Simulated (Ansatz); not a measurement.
Start from `C#[C][Zr]([Cl])([Cl])[Cl]` and change one atom or group to get `[F][Zr]([Cl])([Cl])[Cl]`.

Ansatz, PBE0-D4/def2-TZVP geometries, multiplicity 1. 

Elements past krypton have def2 core potentials.

| property | `C#[C][Zr]([Cl])([Cl])[Cl]` |
| --- | --- |
| LUMO energy (PBE0/def2-TZVPP) / eV | -2.78 |
| size of the dipole moment (ωB97M-V/def2-TZVPP) / D | 1.53 |
| LUMO energy (B3LYP/def2-TZVPP) / eV | -2.95 |
| HOMO–LUMO gap (PBE/def2-TZVPP) / eV | 4.04 |
| HOMO–LUMO gap (PBE0/def2-TZVPP) / eV | 6.00 |
| LUMO energy (ωB97M-V/def2-TZVPP) / eV | -0.75 |

Question: What does the change do to each property? (Estimate.)

Answer: Ansatz gave: 
```tsv
property	`[F][Zr]([Cl])([Cl])[Cl]`	shift
LUMO energy (PBE0/def2-TZVPP) / eV	-2.43	0.35
size of the dipole moment (ωB97M-V/def2-TZVPP) / D	0.03	-1.50
LUMO energy (B3LYP/def2-TZVPP) / eV	-2.63	0.32
HOMO–LUMO gap (PBE/def2-TZVPP) / eV	5.09	1.05
HOMO–LUMO gap (PBE0/def2-TZVPP) / eV	7.27	1.27
LUMO energy (ωB97M-V/def2-TZVPP) / eV	-0.30	0.45
```

With PBE0 the HOMO falls by 0.92 eV and the LUMO rises by 0.35 eV, so the gap widens by about 1.27 eV. PBE moves the HOMO by -0.73 eV and ωB97M-V by -0.91 eV. The zero-point energy changes by -42.1 kJ/mol with -6 modes.

B3LYP here is the variant with VWN-RPA as its local correlation; programs differ in this.
